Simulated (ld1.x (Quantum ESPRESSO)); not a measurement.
# PBEsol TM semilocal dataset for indium, scalar-relativistic all-electron reference.

```json
{"Element": "indium (In)", "Generator": "ld1.x (Quantum ESPRESSO) 7.5", "Type": "norm-conserving Troullier–Martins (semilocal form)", "Functional": "PBEsol", "Relativity": "scalar-relativistic", "Frozen core": "[Kr] 4d10", "Valence charge": "3", "Reference configuration": "5s2 5p0 (charge +1)", "Partial waves": "5s (bound): rc 1.85 bohr; 5p (bound, empty): rc 2.55 bohr; 5d channel at 0.05 Ry: rc 2.25 bohr", "Local potential": "the d channel", "Core correction": "none"}
```

- Cutoffs needed: 18 Ry and 45 Ry (the cutoffs (Ry, on a coarse ladder) from which the occupation-weighted sum of valence levels, in a spherical-Bessel basis at the reference potential, stays within 10 and 1 mRy of its value at 400 Ry)
- Ghost test: no extra level below or beside the all-electron valence levels (s, p, d tested); the semilocal form is local in each channel, so this says nothing of the separable form that plane-wave codes build from it (spherical-Bessel basis up to 400 Ry, 20 bohr box)
- Largest excitation error: +152 meV (all-electron minus pseudo) for 5s0 5p3, out of 7 test configurations
